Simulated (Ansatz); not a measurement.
`[SH][In]([SH])[Br]` + HBr → `[SH][In]([Br])[Br]` + H₂S  (ligand exchange at the In–S bond)

Isolated molecules relaxed with PBE0-D4/def2-TZVP in Ansatz; ΔE leaves out vibrations. CCSD(T)/CBS is the MP2 limit (def2-TZVPP, def2-QZVPP) plus CCSD(T) − MP2 in def2-TZVPP, frozen cores. This one scheme is used for every species. Functionals use def2-TZVPP. def2 core potentials past Kr. For Br, In outer-core shells are correlated without core-valence functions, which leaves a few kJ/mol of doubt a bond. Scalar relativity is left out up to krypton. One conformer a species, not always the lowest.

```
             level  ΔE (kJ/mol)  difference from CCSD(T)/CBS
       LDA (SPW92)        -32.2                          9.7
            PBE-D4        -36.2                          5.7
           BLYP-D4        -38.7                          3.2
          PBE-QIDH        -41.5                          0.4
              BLYP        -40.2                          1.7
            r2SCAN        -40.5                          1.4
  CCSD(T)/def2-SVP        -43.3                         -1.4
    MP2/def2-QZVPP        -40.1                          1.8
SCS-MP2/def2-QZVPP        -42.0                         -0.1
      HF/CBS(def2)        -56.2                        -14.3
       CCSD(T)/CBS        -41.9                            0
```

Largest T1 diagnostic among the species: 0.012.

From PBE to PBE0 (25 % exact exchange), in def2-TZVPP and without D4, ΔE moves by −3.5 kJ/mol. In def2-TZVPP, CCSD(T) changes the Hartree–Fock value by +16.8 kJ/mol (the triples alone add +2.3 kJ/mol) and MP2 by +17.5 kJ/mol. Leaving LDA and LC-ωPBE aside and taking each functional with its dispersion term where it has one, the values, not all of them listed here, spread over 10.7 kJ/mol, from BHLYP-D4 to PBE-D4. LDA lies +4.6 kJ/mol from PBE without D4.
